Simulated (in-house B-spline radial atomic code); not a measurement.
# OLYP excitations of the phosphorus ion P⁵⁺

Method: OLYP. Computed with an all-electron radial atomic-structure program (B-spline basis): linear response of the closed shell [He] 2s2 2p6 with the functional's adiabatic kernel; non-relativistic, point nucleus, no spin-orbit coupling, no double excitations, S, P, D and F terms only. Only terms of natural parity with L up to 3 were computed.

Command:
```bash
python run_td.py task.json out
```
Settings (radii: box in bohr, nucleus in fm):
```
Z                        15
electrons                10
configuration            [He] 2s2 2p6
hamiltonian              nr
method                   optx,lyp
box_radius               16.35
intervals                50
```

Cost of the run: 0.2 s on 1 thread of Intel(R) Xeon(R) Platinum 8488C (Sapphire Rapids), on a shared host.

The lowest states, in the order of their Tamm-Dancoff energies; the method's threshold (minus the highest occupied level) is 200.54 eV. Labels give the largest channel, * marks a mixed state, and oscillator strengths are full-response dipole values. Semilocal kernels can invert the small singlet-triplet splittings of Rydberg terms. Energies in eV:

| state | full response | Tamm-Dancoff | oscillator strength |
| --- | --- | --- | --- |
| 2p → 3s 3P | ? | ? | - |
| 2p → 3s 1P | 127.65 | 127.68 | 0.17 |
| 2p → 3p 3S | 136.64 | 136.70 | - |
| 2p → 3p 3D | 137.46 | 137.47 | - |
| 2p → 3p 1D | 138.70 | 138.71 | - |
| 2p → 3p 1S | 144.66 | 145.15 | - |
| 2p → 3d 3P | 152.74 | 152.76 | - |
| 2p → 3d 3F | 152.85 | 152.87 | - |
| 2p → 3d 1F | 153.81 | 153.82 | - |
| 2p → 3d 1P | 155.87 | 155.97 | 1.09 |
| 2p → 4s 3P | 167.63 | 167.64 | - |
| 2p → 4s 1P | 167.98 | 167.99 | 0.035 |
| 2p → 4p 3S | ? | ? | - |
| 2p → 4p 3D | 171.45 | 171.45 | - |
| 2p → 4p 1D | 171.74 | 171.74 | - |
| 2p → 4p 1S | 172.67 | 172.72 | - |

(1) Where does 2p → 4p 3S lie?

(2) Where does 2p → 3s 3P lie?

(3) How large is the singlet-triplet splitting of 2p → 3s (P terms) in Tamm-Dancoff?

(4) What polarisabilities and dispersion coefficient does the method give?

## Answers

(1) At 171.14 eV in full response, 171.16 eV in Tamm-Dancoff.

(2) At 126.23 eV in full response, 126.24 eV in Tamm-Dancoff.

(3) 1.44 eV, from the unrounded values.

(4) Dipole 0.1099 bohr³, quadrupole 0.05761 bohr⁵, C6 0.06701 hartree·bohr⁶ for two such species.
